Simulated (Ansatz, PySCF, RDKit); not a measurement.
Torsion H5–C1–C2–N4 in isopropylamine (SMILES CC(C)N); at each angle all else is relaxed with GFN2-xTB, and the levels are single points there.
Geometry at 60° (charge 0, multiplicity 1):
```xyz
13

C     -0.59672     1.26156     0.23259
C     -0.04994    -0.05144    -0.32182
C     -0.25303    -0.12837    -1.83260
N      1.37888    -0.11471    -0.04118
H     -0.08944     2.09703    -0.24194
H     -0.43357     1.32077     1.30647
H     -1.66355     1.33916     0.03923
H     -0.60554    -0.88715     0.14905
H      0.10448    -1.08073    -2.21860
H      0.30406     0.67028    -2.31475
H     -1.30656    -0.02774    -2.07964
H      1.77277    -0.97964    -0.39508
H      1.54709    -0.07991     0.95827
```

On the grid 0° to 120°, 0° is the highest and 60° the lowest point at MP2/CBS(cc-pVTZ, cc-pVQZ) + ΔCCSD(T)/cc-pVDZ.

Rows in STO-3G carry no dispersion term and start afresh at each structure.

The values were computed with Ansatz (Gaussian orbitals); PySCF for STO-3G rows; RDKit for the force fields. 

Problem. One of these levels gives 4.00 kcal/mol for the energy at 0° less that at 60°. Which one is it?
A) HF/cc-pVDZ
B) UFF
C) HF/STO-3G

Solution. A, HF/cc-pVDZ. The others give 4.38 (UFF), 3.18 (HF/STO-3G)

Ansatz is a quantum-chemistry and plane-wave program.
